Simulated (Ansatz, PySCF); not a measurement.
System: C₃H₁₀Si, net charge 0, singlet state. SMILES: [SiH](C)(C)C
Geometry: optimised at B3LYP-D3(BJ)/def2-TZVP (Ansatz, a program for electronic structure).

PBE beside other levels, property by property. Valence correlation only, unless marked. UHF or UKS for open shells. Spin-orbit coupling is left out. Non-relativistic. CBS(X,Y): correlation extrapolated as X^-3; Hartree-Fock from the larger set. Rows marked 298 K are enthalpies with B3LYP-D3(BJ) harmonic zero-point and thermal terms. Atomisation energies are electronic, to ground-state atoms; the column to compare with has the core term from cc-pwCVTZ added, other frozen-core levels have none. Frequencies are from Ansatz or PySCF. Anions need diffuse functions, of which def2-TZVPD holds fewer than the aug- sets. The coupled-cluster column (Ansatz) is a level with limits of its own: (a) CCSD(T)/CBS(aug-cc-pV(T+d)Z,aug-cc-pV(Q+d)Z); (b) CCSD(T)/CBS(cc-pV(T+d)Z,cc-pV(Q+d)Z).

| property | PBE/def2-TZVPD (Ansatz) | CAM-B3LYP/def2-TZVPD (Ansatz) | wB97X-V/def2-TZVPD (Ansatz) | B2PLYP-D3(BJ)/def2-TZVPD (Ansatz + dftd3) | coupled cluster |
|---|---|---|---|---|---|
| C-H bond dissociation enthalpy, 298 K, to [CH2][SiH](C)C + H atom (kcal/mol) | 97.8 | 99.4 | 100.7 | 99.0 | 101.4 (b) |
| atomisation energy (kcal/mol) | 1237.7 | 1236.2 | 1238.8 | 1224.6 | 1240.7 (a) |
| H-Si bond dissociation enthalpy, 298 K, to C[Si](C)C + H atom (kcal/mol) | 87.6 | 93.4 | 94.5 | 92.0 | 94.7 (b) |
| C-Si bond dissociation enthalpy, 298 K, to C[SiH]C + [CH3] (CH3) (kcal/mol) | 86.3 | 87.0 | 92.6 | 88.6 | 91.6 (a) |
| deprotonation enthalpy (H-Si bond), 298 K, to C[Si-](C)C + H+ (kcal/mol) | 382.4 | 388.8 | 390.8 | 387.1 | 387.2 (a) |
| deprotonation enthalpy (C-H bond), 298 K, to [CH2-][SiH](C)C + H+ (kcal/mol) | 389.6 | 393.7 | 396.2 | 392.8 | 392.5 (a) |

As the rows show:
- C-H bond dissociation enthalpy, 298 K, to [CH2][SiH](C)C + H atom: PBE lies 3.6 kcal/mol below coupled cluster.
- atomisation energy: PBE lies 3.0 kcal/mol below coupled cluster.
- H-Si bond dissociation enthalpy, 298 K, to C[Si](C)C + H atom: PBE lies 7.1 kcal/mol below coupled cluster.
- C-Si bond dissociation enthalpy, 298 K, to C[SiH]C + [CH3] (CH3): PBE lies 5.3 kcal/mol below coupled cluster.
- deprotonation enthalpy (H-Si bond), 298 K, to C[Si-](C)C + H+: PBE lies 4.8 kcal/mol below coupled cluster.
- deprotonation enthalpy (C-H bond), 298 K, to [CH2-][SiH](C)C + H+: PBE lies 2.9 kcal/mol below coupled cluster.
